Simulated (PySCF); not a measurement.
## Polarisability and C₆ of B⁺ (boron, charge +1)

[He] 2s2, closed-shell 1S. All numbers are calculated (PySCF 2.14, the non-relativistic Hamiltonian (point nucleus), in dyall-av3z (15s9p3d2f, 71 functions)). Coupled (time-dependent) response in atomic units; α is the mean over directions.

| method | mean α (bohr³) | C₆ (like pair) | S(−4) |
| --- | --- | --- | --- |
| UHF | 11.38 | 31.70 | 114.8 |
| PBE | 10.64 | 28.81 | 99.68 |
| PBE0 | 10.77 | 29.31 | 102.3 |
| wB97M-V | 10.73 | 28.42 | 106.8 |
| M06 | 10.63 | 27.71 | 107.5 |

S(−4) is the Cauchy moment in α(ω) = α(0) + S(−4) ω² + …

α(iu) at wB97M-V:

| u (hartree) | α(iu) (bohr³) |
| --- | --- |
| 0 | 10.73 |
| 0.0500 | 10.47 |
| 0.100 | 9.760 |
| 0.200 | 7.714 |
| 0.300 | 5.767 |
| 0.500 | 3.284 |
| 0.750 | 1.860 |
| 1.00 | 1.195 |
| 1.50 | 0.6212 |
| 2.00 | 0.3858 |
| 3.00 | 0.1960 |
| 5.00 | 0.08437 |

A single London oscillator, α(iu) = α/(1 + u²/ω²), gives C₆ = (3/4) ω α². Matching the computed C₆ needs ω = 4 × 28.42 / (3 × 10.73²) = 0.329 hartree.

For an ion, C₆ is the dispersion term alone; charge-induced terms of lower order in 1/R come first.
